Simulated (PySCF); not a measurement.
Two species compared at the same levels of theory.

First species: C6H10ClN3.
SMILES: `Cc1nn(C(C)C)nc1Cl`

Second species: C₈H₁₄N₂.
InChI=1S/C8H14N2/c1-8(2,3)10-7-5-4-6-9/h7H,6,9H2,1-3H3/b10-7+

Levels: PBE0/pcSseg-1 for dipole moment, HOMO energy, LUMO energy and HOMO–LUMO gap; GFN2-xTB for rotational constant A and rotational constant C. Geometries: GFN2-xTB. Each structure is a single optimised conformer of the isolated species, non-relativistic unless stated; the electronic structure was computed with PySCF and density fitting.

Dipoles, sizes and rotational constants follow the conformer. The torsions of the flexible species, by atom-mapped SMILES:
- `[CH3:1][c:2]1[n:3][n:4]([CH:5]([CH3:6])[CH3:7])[n:8][c:9]1[Cl:10]`: N3–N4–C5–C6 -119°
- `[CH3:1][C:2]([CH3:3])([CH3:4])/[N:5]=[CH:6]/[C:7]#[C:8][CH2:9][NH2:10]`: C1–C2–N5–C6 -61°, H–N10–C9–C8 59°, H–N10–C9–C8 -59°

```
             property   column X   column Y
        dipole moment     1.72 D     1.56 D
          HOMO energy   -7.10 eV   -7.08 eV
          LUMO energy   -0.06 eV   -1.08 eV
        HOMO–LUMO gap    7.04 eV    6.00 eV
rotational constant A  2.014 GHz  3.225 GHz
rotational constant C  0.603 GHz  0.439 GHz
```

Q: Which column belongs to which species?

A: Column X is the first species and column Y the second. The first has 20 atoms and 84 electrons, the second 24 and 76.

Q: How does each property change from the first species to the second?

A: dipole moment -0.16 D; HOMO energy +0.02 eV; LUMO energy -1.02 eV; HOMO–LUMO gap -1.04 eV; rotational constant A +1.211 GHz; rotational constant C -0.164 GHz.

On the first: The dipole matches unit charges of opposite sign 0.36 Å apart (1 e·Å = 4.8032 D). A dipole of 1.72 D is allowed in Cs, and pure rotational transitions are dipole-allowed.

On the second: In atomic units the dipole is 0.62 e·bohr (1 au = 2.5417 D).
